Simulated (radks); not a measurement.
The iridium ion Ir11+ is in [Kr] 4d10 4f14 5s2 5p(1/2: 2, 3/2: 2). Calculated with a radial shooting solver on a logarithmic mesh with Libxc functionals: Dirac Kohn-Sham, PBE, spin-unpolarised, spherical densities, finite nucleus; Fermi nuclear charge, rms radius of each element as measured or else 0.836 A^(1/3) + 0.57 fm. Sub-shells are occupied by j as written (lower j first in brackets). One electron is removed from 4f5/2, 5p1/2, 5p3/2, 4f7/2 in turn, with full relaxation. Which removal costs least, and what does each cost?

Answer. 5p3/2 235.08 eV; 5p1/2 252.75 eV; 4f7/2 267.18 eV; 4f5/2 270.53 eV. The 5p3/2 electron leaves first.
